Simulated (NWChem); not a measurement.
# CH5AlClN; SMILES [NH2][Al]([Cl])[CH3]

```xyz
9

Al    -0.0429    -0.3983    -0.0002
Cl     0.1146     1.7249     0.0001
C      1.5542    -1.5191     0.0003
H      2.1679    -1.3294    -0.9050
H      1.3113    -2.6008     0.0287
H      2.1959    -1.2882     0.8761
N     -1.6998    -1.0437     0.0007
H     -1.9457    -2.0358    -0.0056
H     -2.5469    -0.4715    -0.0001
```
Atoms are numbered in this order, from 1.

All runs: NWChem. All runs use the structure optimised with PBE-D3(BJ)/def2-SVP. Total energies of different functionals are on different scales.

```csv
level,energy (Ha),highest occupied level (eV),orbital gap (eV),dipole (D),relative time
B3LYP/def2-TZVP,-798.7260,-7.30,6.91,2.37,1
PBE/def2-TZVP,-798.2281,-6.15,5.26,2.36,2
BLYP/def2-TZVP,-798.6385,-6.02,5.16,2.34,2
PW6B95/def2-TZVP,-799.3833,-7.66,7.51,2.37,1
HCTH/407/def2-TZVP,-798.7622,-6.27,5.20,2.37,1
LC-BLYP (range parameter 0.33 per bohr)/def2-TZVP,-798.0101,-10.01,11.48,2.42,6
OLYP/def2-TZVP,-798.6540,-5.95,5.20,2.34,2
```

Relative times are rough (shared machine, one core).
